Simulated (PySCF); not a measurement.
A made-up structure of LiGeH₃, closed shell:

```
5
angstrom
Li -0.9773 -0.9975 1.9228
Ge 0.0278 0.0390 -0.0687
H -0.9370 0.3624 -1.2516
H -1.4607 -2.2010 2.8426
H 1.1447 -0.7738 -0.7931
```

It is relaxed with PBE-D4/def2-SVP and then PBE0-D4/def2-TZVP (PySCF 2.14 with density fitting (its default auxiliary sets; JK sets also for MP2 and CCSD(T))). Atoms count as bonded within 1.22 times the sum of their covalent radii (H–H: 0.88 Å). The end point is not checked to be a true minimum.

Question: Does its bonding change? (A judgement: the text doesn't fix the answer.)

Answer: Computed: Yes. Formed: Ge2–H4; broken: none.

Where it ends: The first stage lowers the energy by 2.12 eV in 20 steps. It ends as LiGeH₃ ([H]1[Li][GeH2]1):
```xyz
5
angstrom
Li -0.8186 -0.3113 2.5075
Ge -0.2180 -0.2775 0.2566
H -1.2510 -0.3680 -0.9107
H -0.8760 -1.5509 1.1134
H 0.9554 -1.1206 -0.3344
```

Labels in which every atom is bracketed show which atoms are joined, not bond orders.

For scale, one of the runs: PBE0-D4/def2-TZVP relaxation, 80 basis functions, launched by `OMP_NUM_THREADS=2 python run.py`. Time: 17 s of wall clock on 2 CPU threads of an Intel Xeon; the host was shared. Peak host memory: 0.8 GiB.
